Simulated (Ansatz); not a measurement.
One change: `BC1=CB1` becomes `CNC1=CB1`.

Ansatz, PBE0-D4/def2-TZVP geometries, multiplicity 1. Each molecule was computed in one conformer, which needn't be the lowest.

```
                                        property  `BC1=CB1`
             HOMO energy (B3LYP/def2-TZVPP) / eV      -7.74
            HOMO–LUMO gap (PBE0/def2-TZVPP) / eV       7.21
              LUMO energy (PBE0/def2-TZVPP) / eV      -0.76
             LUMO energy (B3LYP/def2-TZVPP) / eV      -0.98
size of the dipole moment (B3LYP/def2-TZVPP) / D       1.63
             HOMO–LUMO gap (PBE/def2-TZVPP) / eV       5.02
```

Give the same properties after the change, and the shifts. (Best estimate.)

Ansatz gave: 
```json
{"property": "HOMO energy (B3LYP/def2-TZVPP) / eV", "`CNC1=CB1`": "-6.53", "shift": "1.21"}
{"property": "HOMO–LUMO gap (PBE0/def2-TZVPP) / eV", "`CNC1=CB1`": "7.46", "shift": "0.25"}
{"property": "LUMO energy (PBE0/def2-TZVPP) / eV", "`CNC1=CB1`": "0.69", "shift": "1.45"}
{"property": "LUMO energy (B3LYP/def2-TZVPP) / eV", "`CNC1=CB1`": "0.45", "shift": "1.43"}
{"property": "size of the dipole moment (B3LYP/def2-TZVPP) / D", "`CNC1=CB1`": "2.95", "shift": "1.32"}
{"property": "HOMO–LUMO gap (PBE/def2-TZVPP) / eV", "`CNC1=CB1`": "5.36", "shift": "0.34"}
```

With PBE0 the HOMO rises by 1.20 eV and the LUMO rises by 1.45 eV, so the gap widens by about 0.25 eV. PBE moves the HOMO by 1.18 eV and ωB97M-V by 1.24 eV. The zero-point energy changes by 90.8 kJ/mol with +9 modes. Dipoles are sizes alone; their direction can turn.

B3LYP here is the variant with VWN-RPA as its local correlation; programs differ in this.
